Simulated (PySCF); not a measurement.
Cl3H3HfOSi, multiplicity 1. Atoms are numbered in the order given.

```xyz
9

Hf     0.0000     0.0000     0.2715
Cl     1.5361    -1.6263     1.0100
Cl    -2.1765    -0.5171     1.0100
Cl     0.6404     2.1434     1.0100
O      0.0000     0.0000    -1.6413
Si     0.0000     0.0000    -3.3234
H     -1.3734    -0.3165    -3.7989
H      0.9608    -1.0312    -3.7989
H      0.4126     1.3477    -3.7989
```
Charge 0, spin multiplicity 1.

The structure is a stationary point at B3LYP-D3(BJ)/def2-SVP. The multiplicity is an assumed one; other spin states were not compared. The isomer is the one that the SMILES or the coordinates give; other isomers of the formula were not compared. The def2 effective core potentials stand for the cores of Hf; spin–orbit coupling is left out. One conformer was computed; it need not be the lowest.

Computed with CAM-B3LYP/def2-TZVP run with PySCF.

ESP charges are fitted to the potential on shells at 1.4 to 2.0 van der Waals radii. Atomic charges (e):

```tsv
atom	ESP fit	Löwdin
Hf1	0.74	-0.03
Cl2	-0.21	0.05
Cl3	-0.21	0.05
Cl4	-0.21	0.05
O5	-0.29	-0.17
Si6	0.40	0.19
H7	-0.07	-0.04
H8	-0.07	-0.04
H9	-0.07	-0.04
```
